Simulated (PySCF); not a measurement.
The numbers are results of PySCF 2.14.0 with B3LYP-D3(BJ)/def2-TZVP // PBE-D3(BJ)/def2-SVP, not measurements. Isolated molecules, 0 K electronic values unless said otherwise. One relaxed conformer stands for a flexible species; it need not be the lowest. B3LYP has the VWN-RPA correlation part, as in Gaussian. 

Reference species: [Ni(H2O)(NH3)5]2+ (singlet; the order of the spin states depends on the level) (charge +2, multiplicity 1).

```yaml
coordination_number: 4
mean_distance_from_the_central_atom_to_its_bonded_neighbours: 1.938 Å
charge on the central atom (meta-Löwdin): 0.79 e
```

Changed species: [Ni(H2O)2(NH3)4]2+ (near-degenerate singlet) (4 of 6 H2O replaced by NH3, multiplicity 1; the reference has 5 of 6 H2O replaced by NH3, multiplicity 1).

Q: What does the change do to the coordination number, mean distance from the central atom to its bonded neighbours and charge on the central atom (meta-Löwdin)?

A: the coordination number is nearly the same; the mean distance from the central atom to its bonded neighbours rises by 0.003 Å, to 1.941 Å; the charge on the central atom (meta-Löwdin) is nearly the same.
